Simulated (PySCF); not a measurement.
PySCF job for dimethylboranyl formate (C₃H₇BO₂), SMILES B(OC=O)(C)C, PBE/pcSseg-1. The structure is a stationary point at B3LYP-D3(BJ)/def2-SVP. The values are those of a single conformer.

```python
import numpy as np
from pyscf import gto, scf, dft
from pyscf.prop.nmr import rks as nmr

mol = gto.M(
    atom='''
    C    -1.72076521    1.53948634   -0.17455403
    B    -0.73434943    0.33978769    0.04759612
    C    -1.21366556   -1.14504538    0.21230106
    O     0.61899092    0.69253224    0.12080893
    C     1.68534028   -0.13687146    0.09800194
    O     1.69893023   -1.25752685   -0.31998064
    H    -2.47835984    1.29152625   -0.93775738
    H    -1.22370774    2.48255587   -0.44517268
    H    -2.28991826    1.70603789    0.75968834
    H    -0.64481570   -1.70602716    0.97026356
    H    -2.28970886   -1.21427060    0.43267904
    H    -1.02711398   -1.67543876   -0.73936348
    H     2.57654516    0.39121807    0.50056208
    ''',
    basis='pcSseg-1',
    charge=0,
    spin=0,
    max_memory=1600,
    verbose=3,
)
mf = dft.RKS(mol, xc='pbe')
mf.grids.level = 3
mf.conv_tol = 1e-10
mf.max_cycle = 100
mf.kernel()
n = nmr.NMR(mf)
n.verbose = 2
n.max_cycle_cphf = 60
sigma = n.kernel()
print('atom   isotropic/ppm   span/ppm')
for i, s in enumerate(sigma):
    w = np.linalg.eigvalsh((s + s.T) / 2)
    print(f'{mol.atom_symbol(i):2s}{i + 1:3d} {w.mean():14.3f} {w[2] - w[0]:11.3f}')
```

Program output:

```
converged SCF energy = -293.510438968823
atom   isotropic/ppm   span/ppm
C   1        170.131      39.150
B   2         35.885     133.727
C   3        171.001      26.363
O   4          3.735     332.843
C   5         19.432     164.451
O   6       -160.254     724.112
H   7         30.357       7.819
H   8         30.660       9.428
H   9         30.440       8.106
H  10         30.361       8.829
H  11         30.409       8.187
H  12         30.080       9.458
H  13         22.935       8.665
```

The run converged.
